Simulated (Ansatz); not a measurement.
Compare A (`C=C([SiH3])SC`) with its isomer B (`CC1C[SiH2]S1`).

Gas-phase electronic energies from Ansatz, PBE0-D4/def2-TZVP geometries. CCSD(T)/CBS adds triple-zeta CCSD(T) − MP2 to the extrapolated MP2 energy (def2 sets, frozen cores). Functionals use def2-TZVPP. B3LYP here is the variant with VWN-RPA as its local correlation; programs differ in this. One conformer a species, not always the lowest.

A:

Z-matrix (Å, degrees):
```
Si
C 1 1.870
H 1 1.487 2 110.8
H 1 1.485 2 107.8 3 -120.4
H 1 1.487 2 111.4 3 120.0
S 2 1.754 1 121.3 3 -51.3
C 2 1.337 1 119.3 3 123.1
C 6 1.798 2 103.4 1 -28.0
H 7 1.084 2 120.9 1 -0.4
H 7 1.087 2 122.2 1 -179.4
H 8 1.091 6 105.6 2 178.8
H 8 1.090 6 111.7 2 -63.0
H 8 1.091 6 111.9 2 61.2
```

B:

```xyz
13

C    -0.232   -1.812    0.336
C    -0.525   -0.419   -0.164
C     0.056    0.728    0.692
Si    0.592    1.737   -0.796
S     0.241   -0.091   -1.836
H    -0.631   -2.571   -0.341
H     0.845   -1.969    0.427
H    -0.688   -1.958    1.321
H    -1.602   -0.284   -0.285
H    -0.654    1.155    1.402
H     0.930    0.376    1.246
H     1.985    2.257   -0.831
H    -0.319    2.853   -1.172
```

Q: Which is lower in electronic energy at CCSD(T)/CBS, and by how much? (An estimate is asked.)

A: The calculation gave: B, by 127.4 kJ/mol.

Q: Give E(B) − E(A) in kJ/mol with PBE0-D4, B3LYP, PBE-D4, ωB97M-V, B2PLYP, r2SCAN-D4, CCSD/def2-TZVPP. (Estimate.)

A: Ansatz gave: PBE0-D4 -137.8, B3LYP -110.1, PBE-D4 -124.7, ωB97M-V -130.6, B2PLYP -118.6, r2SCAN-D4 -126.0, CCSD/def2-TZVPP -127.5. None reverses the order clearly.

Largest T1 diagnostic: 0.012.

From PBE to PBE0 (25 % exact exchange), in def2-TZVPP and without D4, E(B) − E(A) moves by −13.3 kJ/mol. In def2-TZVPP, CCSD(T) changes the Hartree–Fock value by −11.4 kJ/mol (the triples alone add +1.9 kJ/mol) and MP2 by −22.5 kJ/mol.
